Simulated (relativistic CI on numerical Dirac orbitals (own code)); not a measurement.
**Fe³⁺: 2p photoemission**

Computed with this model: Dirac-Coulomb-Breit CI, separate exchange-only KLI orbitals for each configuration, model QED (radiative potential, 1s self-energy scaled to tabulated hydrogen-like ionisation energies), valence Slater integrals scaled by 0.8, multiplet model of photoemission in the sudden approximation; configurations [Ar] 3d5 → [He] 2s2 2p5 3s2 3p6 3d5; 300 K; Lorentzian 0.5 eV and Gaussian 0.6 eV FWHM. Energies are those of the free ion, without screening or charge transfer. The energies are binding energies and can lie tens of eV above those of solids. S is read from ⟨S²⟩ = S(S + 1).

free ion: ground-state S = 2.50, centroid 768.20 eV. Peaks (eV, height): 761.8 (100), 763.3 (79), 764.5 (54), 768.7 (16), 770.1 (10), 776.2 (48), 777.8 (54).

Strongest unbroadened transitions for free ion:

```
Energy (eV)  Relative strength
     761.84              100.0
     763.32               72.8
     764.45               43.4
     765.13               20.3
     768.38                5.9
     768.90                5.5
     769.48                3.3
     770.31                5.1
     771.68                2.7
     775.82                2.8
     776.23               41.9
     776.45                3.4
     777.28                7.4
     777.42                8.9
     777.84               44.9
     778.50                2.6
     781.59                3.6
     782.22                2.5
```
